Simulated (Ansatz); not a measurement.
The B1–Br3 bond of BBr2H (SMILES BrBBr) is stretched (multiplicity 1, the rest rigid).
Geometry at rest (charge 0, multiplicity 1):
| atom | x (Å) | y (Å) | z (Å) |
|---|---|---|---|
| B | -0.6232 | -0.3810 | -0.4127 |
| H | -1.4997 | -0.9168 | -0.9933 |
| Br | -0.3283 | 1.4775 | -0.6876 |
| Br | 0.4602 | -1.3969 | 0.7750 |

Frozen-core correlation. Filled d and f shells under p-block atoms count as core.

The values were computed with Ansatz (a first-principles code) with Gaussian orbitals. 

FIC-MRCISD+Q on CASSCF(6,4)/cc-pVTZ, total energies (hartree):

```tsv
R (Å)	CASSCF	MRCISD	weight c² of the reference
1.902	-5170.275637	-5170.664988	0.87245
3.328	-5170.155688	-5170.530321	0.87177
6.086	-5170.133871	-5170.503429	0.87379
```

Q: Add the Davidson correction (E_MRCISD − E_CASSCF)(1 − c²)/c² and give the energies above the first point at the three levels.

A: 
Corrections (hartree): -0.056921, -0.055103, -0.053381. Above the first point (kcal/mol):
- R = 3.328 Å: CASSCF 75.3, MRCISD 84.5, with the correction 85.6
- R = 6.086 Å: CASSCF 89.0, MRCISD 101.4, with the correction 103.6

Doubts at one or more of the structures used: active orbitals that take no part (FIC-MRCISD+Q on CASSCF(6,4)/cc-pVTZ).
